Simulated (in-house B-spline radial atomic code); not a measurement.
## PBE excitations of K⁷⁺

Method: PBE. Computed with an all-electron radial atomic-structure program (B-spline basis): linear response of the closed shell [Ne] 3s2 with the functional's adiabatic kernel; non-relativistic, point nucleus, no spin-orbit coupling, no double excitations, S, P, D and F terms only.

Command:
```bash
python run_td.py task.json out
```
Settings (radii: box in bohr, nucleus in fm):
```
Z                        19
electrons                12
configuration            [Ne] 3s2
hamiltonian              nr
method                   pbe,pbe
box_radius               12.81
intervals                50
```

Run time, properties included: 0.2 s on 1 thread of Intel(R) Xeon(R) Platinum 8375C CPU @ 2.90GHz (Ice Lake), on a shared host.

The lowest states, in the order of their Tamm-Dancoff energies; the method's threshold (minus the highest occupied level) is 145.24 eV. Labels give the largest channel, * marks a mixed state, and oscillator strengths are full-response dipole values. Semilocal kernels can invert the small singlet-triplet splittings of Rydberg terms. Energies in eV:

| state | full response | Tamm-Dancoff | oscillator strength |
| --- | --- | --- | --- |
| 3s → 3p 3P | 14.928 | 15.312 | - |
| 3s → 3p 1P | 23.425 | 24.238 | 1.07 |
| 3s → 3d 3D | 42.09 | 42.26 | - |
| 3s → 3d 1D | 45.91 | 45.93 | - |
| 3s → 4s 3S | 77.21 | 77.22 | - |
| 3s → 4s 1S | ? | ? | - |
| 3s → 4p 3P | 83.94 | 83.95 | - |
| 3s → 4p 1P | 84.54 | 84.57 | 0.243 |
| 3s → 4d 3D | 93.41 | 93.42 | - |
| 3s → 4d 1D | 93.68 | 93.68 | - |
| 3s → 4f 3F | 96.42 | 96.45 | - |
| 3s → 4f 1F | 97.05 | 97.06 | - |
| 3s → 5s 3S | 106.95 | 106.95 | - |
| 3s → 5s 1S | ? | ? | - |
| 3s → 5p 3P | 109.96 | 109.96 | - |
| 3s → 5p 1P | 110.12 | 110.13 | 0.0817 |
| 3s → 5d 3D | 114.19 | 114.20 | - |
| 3s → 5d 1D | 114.25 | 114.26 | - |

Task: Where does 3s → 4s 1S lie?

Result: At 78.90 eV in full response, 78.94 eV in Tamm-Dancoff.

Task: Where does 3s → 5s 1S lie?

Result: At 107.43 eV in full response, 107.45 eV in Tamm-Dancoff.

Task: How large is the singlet-triplet splitting of 3s → 3p (P terms) in Tamm-Dancoff?

Result: 8.93 eV, from the unrounded values.

Task: What polarisabilities and dispersion coefficient does the method give?

Result: Dipole 1.513 bohr³, quadrupole 1.065 bohr⁵, C6 1.597 hartree·bohr⁶ for two such species.
